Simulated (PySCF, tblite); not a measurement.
Isomers of C5H11NO2Si2. Computed values, GFN2-xTB/tblite, gas phase, harmonic and unscaled. Against measured fundamentals such values can be off by several per cent, at times by over 20. Modes of hydrogen on silicon can be 10 to 20 % off. One conformer each.

Electronic energies: PBE0/pcSseg-1 single points on the GFN2-xTB geometries (PySCF, gas phase).

```csv
SMILES,"electronic energy, lowest = 0 (kcal/mol)"
CO/C=C/[Si@H](C#N)CO[SiH3],84.9
CN[Si@H](O[SiH3])c1ccco1,23.3
C#C[SiH2]N(C)[SiH]1OCCO1,46.8
O=C(O)C#CCCN([SiH3])[SiH3],91.9
CO[Si@@H]1CC[C@@H](C#N)[SiH2]O1,0.0
O=C(O)C#CCN([SiH3])C[SiH3],113.9
CO[SiH2]c1ccc([SiH2]N)o1,53.2
CO[SiH2][Si@H](O)n1cccc1,27.9
```

Q: How do GFN2-xTB zero-point energies change the relative energies?

A: 
```json
{"SMILES": "CO[Si@@H]1CC[C@@H](C#N)[SiH2]O1", "ZPE (kcal/mol)": "96.1", "of it from modes above 1550 cm⁻¹": "47.2", "electronic (kcal/mol)": "0.0", "with ZPE, lowest = 0 (kcal/mol)": "0.0", "lowest mode (cm⁻¹)": "30", "rings": "1"}
{"SMILES": "CN[Si@H](O[SiH3])c1ccco1", "ZPE (kcal/mol)": "93.6", "of it from modes above 1550 cm⁻¹": "46.4", "electronic (kcal/mol)": "23.3", "with ZPE, lowest = 0 (kcal/mol)": "20.8", "lowest mode (cm⁻¹)": "16i", "rings": "1"}
{"SMILES": "CO[SiH2][Si@H](O)n1cccc1", "ZPE (kcal/mol)": "94.8", "of it from modes above 1550 cm⁻¹": "47.5", "electronic (kcal/mol)": "27.9", "with ZPE, lowest = 0 (kcal/mol)": "26.6", "lowest mode (cm⁻¹)": "14", "rings": "1"}
{"SMILES": "C#C[SiH2]N(C)[SiH]1OCCO1", "ZPE (kcal/mol)": "95.0", "of it from modes above 1550 cm⁻¹": "47.1", "electronic (kcal/mol)": "46.8", "with ZPE, lowest = 0 (kcal/mol)": "45.6", "lowest mode (cm⁻¹)": "16", "rings": "1"}
{"SMILES": "CO[SiH2]c1ccc([SiH2]N)o1", "ZPE (kcal/mol)": "92.8", "of it from modes above 1550 cm⁻¹": "44.5", "electronic (kcal/mol)": "53.2", "with ZPE, lowest = 0 (kcal/mol)": "49.9", "lowest mode (cm⁻¹)": "19i", "rings": "1"}
{"SMILES": "CO/C=C/[Si@H](C#N)CO[SiH3]", "ZPE (kcal/mol)": "91.4", "of it from modes above 1550 cm⁻¹": "48.5", "electronic (kcal/mol)": "84.9", "with ZPE, lowest = 0 (kcal/mol)": "80.2", "lowest mode (cm⁻¹)": "24", "rings": "0"}
{"SMILES": "O=C(O)C#CCCN([SiH3])[SiH3]", "ZPE (kcal/mol)": "89.3", "of it from modes above 1550 cm⁻¹": "47.0", "electronic (kcal/mol)": "91.9", "with ZPE, lowest = 0 (kcal/mol)": "85.1", "lowest mode (cm⁻¹)": "7", "rings": "0"}
{"SMILES": "O=C(O)C#CCN([SiH3])C[SiH3]", "ZPE (kcal/mol)": "88.8", "of it from modes above 1550 cm⁻¹": "46.8", "electronic (kcal/mol)": "113.9", "with ZPE, lowest = 0 (kcal/mol)": "106.6", "lowest mode (cm⁻¹)": "17", "rings": "0"}
```

The zero-point energies span 7.3 kcal/mol, from `O=C(O)C#CCN([SiH3])C[SiH3]` to `CO[Si@@H]1CC[C@@H](C#N)[SiH2]O1`. Slightly imaginary modes are left out of the zero-point energy: `CN[Si@H](O[SiH3])c1ccco1` 15.5i cm⁻¹ and `CO[SiH2]c1ccc([SiH2]N)o1` 18.5i cm⁻¹. The order is unchanged.

Q: And how do the electronic energies of GFN2-xTB itself compare?

A: `CO[Si@@H]1CC[C@@H](C#N)[SiH2]O1` 0.0; `CN[Si@H](O[SiH3])c1ccco1` 2.9; `CO[SiH2][Si@H](O)n1cccc1` 4.1; `C#C[SiH2]N(C)[SiH]1OCCO1` 32.4; `CO[SiH2]c1ccc([SiH2]N)o1` 43.8; `CO/C=C/[Si@H](C#N)CO[SiH3]` 98.5; `O=C(O)C#CCCN([SiH3])[SiH3]` 74.6; `O=C(O)C#CCN([SiH3])C[SiH3]` 96.5 kcal/mol, lowest = 0. Against the energies above, taken from the same isomer `CO[Si@@H]1CC[C@@H](C#N)[SiH2]O1`, the largest difference is 23.8 kcal/mol.
